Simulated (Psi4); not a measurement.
Ag2 (SMILES [Ag][Ag]), singlet, geometry from GFN2-xTB (such geometries of metal compounds can be far from the true shape) (core potentials on Ag). Base run: PBE0/def2-SV(P) (Psi4).

Input for Psi4:
```
memory 2 GB

molecule {
0 1
  Ag   -0.00000000   -0.00000000   -1.29645102
  Ag    0.00000000    0.00000000    1.29645102
}

set basis def2-sv(p)

energy('pbe0')
print_variables()
```

Variants of this job, named by their change:

| change | ΔE vs base (µEh) | SCF cycles | grid points | basis functions |
|---|---|---|---|---|
| base | 0.0 | 6 | 41822 | 48 |
| guess = modhuckel | 0.0 | 10 | 41822 | 48 |
| damping_percentage = 50 | 2.0 | 30 | 41822 | 48 |
| scf_initial_accelerator = none | 0.0 | 6 | 41822 | 48 |
| cholesky_tolerance = 1e-6 (with scf_type cd) | 62.6 | 6 | 41822 | 48 |
| level_shift = 0.3 | 0.0 | 6 | 41822 | 48 |
| dft_radial_scheme = becke | 3.4 | 6 | 36278 | 48 |
| scf_type = direct | 59.7 | 8 | 41822 | 48 |
| d_convergence = 1e-8 | 0.0 | 8 | 41822 | 48 |
| damping_percentage = 20 | -0.1 | 13 | 41822 | 48 |
| dft_nuclear_scheme = stratmann | -5.4 | 6 | 39976 | 48 |
| dft_basis_tolerance = 1e-8 | 0.0 | 6 | 40144 | 48 |
| puream = false | -973 | 6 | 41822 | 52 |
